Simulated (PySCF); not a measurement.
From one molecule to another.

First species: C7H14O2Si.
InChI=1S/C7H14O2Si/c1-6(2)7(9-3)10-5-4-8/h5-7H,10H2,1-3H3/t7-/m1/s1

Second species: C5H12Si3.
SMILES: `C#C[Si@@H]1[SiH2]C[C@@H]1C[SiH3]`

Levels: PBE0/pcSseg-1 for dipole moment, HOMO energy, LUMO energy and HOMO–LUMO gap; GFN2-xTB for rotational constant A and rotational constant C. Geometries: GFN2-xTB. All species are isolated and taken at one optimised geometry, non-relativistic unless stated. Electronic properties by PySCF.

Dipoles, sizes and rotational constants follow the conformer. The torsions of the flexible species, by atom-mapped SMILES:
- `[CH3:1][O:2][C@H:3]([SiH2:4][CH:5]=[C:6]=[O:7])[CH:8]([CH3:9])[CH3:10]`: C1–O2–C3–Si4 -94°, O2–C3–Si4–C5 152°, C3–Si4–C5–C6 -9°, O2–C3–C8–C9 -62°
- `[CH:1]#[C:2][Si@@H:3]1[SiH2:4][CH2:5][C@@H:6]1[CH2:7][SiH3:8]`: C5–C6–C7–Si8 60°

Question: Which of the two has the higher HOMO–LUMO gap, and by how much?

Answer: The second: 6.69 eV against 6.16 eV, a difference of 0.53 eV.

Question: Which of the two has the higher rotational constant A, and by how much?

Answer: The second: 1.450 GHz against 1.280 GHz, a difference of 0.170 GHz.

Question: Which of the two has the higher dipole moment, and by how much?

Answer: The first: 0.66 D against 0.42 D, a difference of 0.24 D.

Question: Which of the two has the higher HOMO energy, and by how much?

Answer: The first: -7.06 eV against -7.22 eV, a difference of 0.16 eV.

Question: Which has the higher LUMO energy?

Answer: The second: -0.53 eV against -0.90 eV, a difference of 0.37 eV.

Question: Which has the higher rotational constant C?

Answer: The first: 0.654 GHz against 0.574 GHz, a difference of 0.080 GHz.

On the first: In atomic units the dipole is 0.26 e·bohr (1 au = 2.5417 D). A dipole of 0.66 D is allowed in C1, and pure rotational transitions are dipole-allowed.

On the second: In atomic units the dipole is 0.17 e·bohr (1 au = 2.5417 D).
